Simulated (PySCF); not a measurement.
Multinuclear NMR of C7H7NO

Geometry:
```tsv
atom	x (Å)	y (Å)	z (Å)
C1	-2.102	0.807	0.077
C2	-0.933	1.443	0.010
N3	0.237	0.692	-0.020
C4	1.534	1.097	-0.068
C5	2.328	-0.017	-0.074
C6	1.476	-1.142	-0.027
C7	0.191	-0.670	0.005
C8	-1.126	-1.381	0.042
O9	-2.273	-0.534	0.123
H10	-3.048	1.323	0.109
H11	-0.842	2.514	-0.019
H12	1.789	2.138	-0.091
H13	3.399	-0.035	-0.109
H14	1.774	-2.172	-0.020
H15	-1.243	-2.001	-0.861
H16	-1.168	-2.054	0.911
```

- GFN2-xTB structure
- shielding tensors at PBE0/pcSseg-1 (GIAO)
- code: PySCF 2.14.0 with density-fitted response routines
- a single conformation, no relativistic terms, averaged over atoms made equivalent by symmetry, fast rotation or ring inversion, no solvent

Task: Where does $^{15}$N resonate?

Result: 
```tsv
atoms	environment	σ (ppm)	δ (ppm)
N3	pyrrole-type ring nitrogen	79.4	-221.3
```

Shieldings were converted by a linear fit to measured shifts: $^{15}$N (scatter 6.3 ppm rms vs CH3NO2, solution or neat liquid). A few per cent of atoms miss by over 2 rms, more outside the fitted compound classes.

On a 600 MHz spectrometer $^{15}$N resonates near 60.8 MHz, so 1 ppm is 60.8 Hz.

Task: What are the $^{17}$O shifts?

Result: 
```json
{"atoms": "O9", "environment": "ether oxygen", "σ (ppm)": "248.0", "δ (ppm)": "40.8"}
```

Shieldings were converted by a linear fit to measured shifts: $^{17}$O: δ = 266.70 − 0.911σ (rms 10.7 ppm, 155 shifts, 12.2 ppm with the 3 outliers that the fit left out vs liquid water, solution or neat liquid). A few per cent of atoms miss by over 2 rms, more outside the fitted compound classes.

On a 300 MHz spectrometer $^{17}$O resonates near 40.7 MHz, so 1 ppm is 40.7 Hz.
